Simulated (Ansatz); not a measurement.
Potential energy curve for Mg2, singlet.

Methods: RKS-PBE = restricted PBE/def2-SVP in Ansatz (an electronic-structure program); UKS-PBE = unrestricted PBE/def2-SVP (Ansatz); UKS-PBE0 = unrestricted PBE0/def2-SVP (Ansatz); FCI = full CI/def2-SVP, frozen core (Ansatz).

Energies relative to the lowest point of each curve near equilibrium, in kJ/mol; the last columns give the error against full CI:

| R / Å | RKS-PBE | UKS-PBE | UKS-PBE0 | FCI | RKS-PBE − FCI | UKS-PBE − FCI | UKS-PBE0 − FCI |
|---|---|---|---|---|---|---|---|
| 2.70 | 39.2 | 39.2 | 43.4 | 56.2 | -17.0 | -17.0 | -12.8 |
| 2.88 | 18.9 | 18.9 | 22.0 | 32.6 | -13.7 | -13.7 | -10.5 |
| 3.02 | 9.5 | 9.5 | 11.9 | 20.8 | -11.3 | -11.3 | -8.9 |
| 3.31 | 1.0 | 1.0 | 2.0 | 7.6 | -6.5 | -6.5 | -5.6 |
| 3.38 | 0.4 | 0.4 | 1.0 | 5.8 | -5.4 | -5.4 | -4.8 |
| 3.52 | 0.0 | 0.0 | 0.1 | 3.3 | -3.3 | -3.3 | -3.2 |
| 3.60 | 0.2 | 0.2 | 0.0 | 2.3 | -2.1 | -2.1 | -2.3 |
| 3.71 | 0.8 | 0.8 | 0.2 | 1.3 | -0.5 | -0.5 | -1.1 |
| 3.82 | 1.7 | 1.7 | 0.8 | 0.7 | 1.0 | 1.0 | 0.1 |
| 3.98 | 3.2 | 3.2 | 1.8 | 0.2 | 3.0 | 3.0 | 1.6 |
| 4.15 | 4.8 | 4.8 | 3.1 | 0.0 | 4.8 | 4.8 | 3.1 |
| 4.45 | 7.5 | 7.5 | 5.4 | 0.1 | 7.4 | 7.4 | 5.2 |
| 4.85 | 10.2 | 10.2 | 7.7 | 0.7 | 9.5 | 9.5 | 7.0 |
| 5.34 | 12.1 | 12.1 | 9.5 | 1.4 | 10.7 | 10.7 | 8.0 |
| 5.84 | 13.2 | 13.2 | 10.4 | 2.1 | 11.1 | 11.1 | 8.3 |
| 6.47 | 13.9 | 13.9 | 11.0 | 2.7 | 11.2 | 11.2 | 8.3 |
| 7.10 | 14.3 | 14.3 | 11.3 | 3.1 | 11.2 | 11.2 | 8.2 |
| 7.94 | 14.5 | 14.5 | 11.4 | 3.3 | 11.1 | 11.1 | 8.1 |
| 8.76 | 14.5 | 14.5 | 11.5 | 3.4 | 11.1 | 11.1 | 8.1 |
| 9.75 | 14.6 | 14.6 | 11.5 | 3.5 | 11.1 | 11.1 | 8.0 |
| 10.94 | 14.6 | 14.6 | 11.5 | 3.5 | 11.1 | 11.1 | 8.0 |

RKS-PBE is furthest from FCI at 2.70 (-17.0 kJ/mol, below); its mean absolute error over the points is 8.3 kJ/mol.

UKS-PBE is furthest from FCI at 2.70 (-17.0 kJ/mol, below); its mean absolute error over the points is 8.3 kJ/mol.

UKS-PBE0 is furthest from FCI at 2.70 (-12.8 kJ/mol, below); its mean absolute error over the points is 6.2 kJ/mol.
